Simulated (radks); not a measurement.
Values are calculated unless marked as measured or tabulated.
Species: Pm10+. Configuration: [Kr] 4d10 4f2.75 5s2 5d0.25 (fractional occupations, a model configuration). Code: a radial shooting solver on a logarithmic mesh with Libxc functionals. Model: scalar-relativistic Kohn-Sham, r2SCAN, spin-polarised, spherical densities, finite nucleus; open shells are filled with parallel spins first (spin-orbit coupling, left out, can overturn this in heavy ions); meta-GGA in the generalised Kohn-Sham scheme; Fermi nuclear charge, rms radius 4.962 fm.

Local quantities along the radius. ELF = 1/(1 + alpha^2) is the electron localisation function; alpha = (tau - tau_W)/tau_unif compares the Pauli kinetic energy density with that of the uniform gas (summed over spins). tau is taken from the large components.

```
   r/bohr * ELF (the largest magnitude, 0.999, reaches the edge; | marks zero)
0.0009424 |                                                      *
 0.001088 |                                                      *
 0.001247 |                                                      *
 0.001429 |                                                      *
 0.001637 |                                                      *
  0.00189 |                                                      *
 0.002165 |                                                      *
 0.002481 |                                                      *
 0.002842 |                                                      *
 0.003283 |                                                      *
 0.003761 |                                                      *
 0.004309 |                                                      *
 0.004976 |                                                      *
 0.005701 |                                                      *
 0.006531 |                                                      *
 0.007483 |                                                      *
 0.008642 |                                                      *
 0.009901 |                                                     *
  0.01134 |                                                     *
    0.013 |                                                    *
  0.01501 |                                                   *
   0.0172 |                                               *
   0.0197 |                                          *
  0.02257 |                                  *
  0.02607 |                         *
  0.02986 |                   *
  0.03421 |                 *
  0.03951 |                   *
  0.04527 |                        *
  0.05186 |                                *
  0.05942 |                                     *
  0.06862 |                                        *
  0.07862 |                                       *
  0.09007 |                                  *
   0.1032 |                          *
   0.1192 |                   *
   0.1365 |                  *
   0.1564 |                        *
   0.1807 |                                 *
    0.207 |                                       *
   0.2371 |                                        *
   0.2717 |                                    *
   0.3138 |                      *
   0.3595 |           *
   0.4118 |             *
   0.4718 |                          *
   0.5449 |                                      *
   0.6243 |                                        *
   0.7153 |                                      *
   0.8195 |                               *
   0.9464 |                     *
    1.084 |              *
    1.242 |            *
    1.435 |            *
    1.644 |           *
    1.883 |      *
    2.157 | *
    2.491 *
    2.854 *
     3.27 *
    3.747 *
```

On this mesh the ELF has minima near r = 0.034, 0.14, 0.36 bohr, which separate the shells, and maxima near 0.00094 (1.00), 0.069 (0.74), 0.24 (0.75), 0.62 (0.75), 1.4 (0.24).

Self-consistent cycle (total energy in hartree, residual of the potential): 1: -9948.770555, 3e+01; 2: -9979.537824, 2e+01; 3: -9993.930948, 1e+00; 4: -9994.102398, 5e-01; 5: -9994.128670, 6e-02; 6: -9994.132166, 1e-02; 7: -9994.132997, 3e-03; 8: -9994.133029, 7e-05; 9: -9994.133026, 8e-06; 10: -9994.133026, 4e-06.
